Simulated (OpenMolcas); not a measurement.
# Br+: Slater's ratio, thermal populations, worked from levels

```json
{
 "Program": "OpenMolcas 26.06",
 "Basis": "ANO-RCC-VTZP [6s5p3d1f]",
 "Scalar Hamiltonian": "DKH2, point nucleus",
 "Active space": "6 electrons in 9 orbitals (RAS2 4s 4p; RAS3 4d, at most 2 electrons)",
 "State averaging": "2S+1 = 3 even, 3 roots; 2S+1 = 1 even, 6 roots; 2S+1 = 3 odd, 5 roots kept (CI in the orbitals of an earlier block); 2S+1 = 1 odd, 1 root",
 "Spin-orbit coupling": "state interaction with AMFI integrals over the reference wave functions, term energies averaged over their components"
}
```

Methods: RASSCF; SS-RASPT2, IPEA 0.25 Eh, imaginary shift 0.1 Eh (closed shells correlated: 3d). Measured levels: NIST Handbook of Basic Atomic Spectroscopic Data.

**Slater's ratio.** With one set of orbitals, p4 has ¹D - ³P = 6 F2 and ¹S - ¹D = 9 F2 (F2 = F²/25), a ratio of 3/2. Term energies are centres of gravity, weighted by 2J + 1.

| Source | ¹D - ³P | ¹S - ³P | F2 from the first | Ratio |
| --- | --- | --- | --- | --- |
| RASSCF | 12379 | 27731 | 2063 | 1.240 |
| SS-RASPT2 | 11145 | 27032 | 1858 | 1.425 |
| measured | 10617 | 26395 | 1770 | 1.486 |

Energies in cm-1. A ratio away from 3/2 shows effects beyond one configuration with one set of orbitals, and in heavier atoms second-order spin-orbit shifts.

**Thermal populations.** Z = Σ (2J + 1) exp(-E/kT) with k = 0.695035 cm-1/K, over the levels below. No other level of either list lies under 90000 cm-1, which is above 7 kT at each temperature.

| Level | 2J + 1 | SS-RASPT2 | measured |
| --- | --- | --- | --- |
| 4s² 4p⁴ ³P₂ | 5 | 0.0 | 0.0 |
| 4s² 4p⁴ ³P₁ | 3 | 2830 | 3136 |
| 4s² 4p⁴ ³P₀ | 1 | 3580 | 3837 |
| 4s² 4p⁴ ¹D₂ | 5 | 12480 | 12089 |
| 4s² 4p⁴ ¹S₀ | 1 | 28370 | 27867 |

| T (K) | Z, SS-RASPT2 | Z, measured levels | Ground level (%), SS-RASPT2 | Ground level (%), measured levels |
| --- | --- | --- | --- | --- |
| 5000 | 6.824 | 6.703 | 73.3 | 74.6 |
| 8000 | 7.865 | 7.783 | 63.6 | 64.2 |
| 12000 | 8.941 | 8.900 | 55.9 | 56.2 |

At 12000 K, kT = 8340 cm-1, and the computed levels give Z = 5.000 + 2.137 + 0.651 + 1.120 + 0.033 = 8.941.

Term energies are means over components that CASPT2 splits; among the terms shown or strongly mixed into the levels shown the widest spread is 31 cm-1 (4s² 4p⁴ ¹D, SS-RASPT2). Over all roots computed the reference weight is 0.89 to 0.98 in SS-RASPT2; the roots of lowest weight are the least certain, and an intruder state may touch them. The run also gave levels led by 4s² 4p³ 4d, which use shells meant for correlation; these and all levels above them are left out. No level of 4s 4p⁵ was computed, though it lies in the active space. Without dynamic correlation excited terms often stand tens of per cent too high (terms of higher spin than the ground term too low), and those without a measured partner can miss by more than the paired ones (holds for RASSCF). Computed and measured levels are paired by configuration, term and J; levels that our copy of the source lacks, or whose pairing is in doubt (as where it misses far off the trend of its configuration), stay unpaired and out of the deviations. Levels of configurations outside the active space are missing.
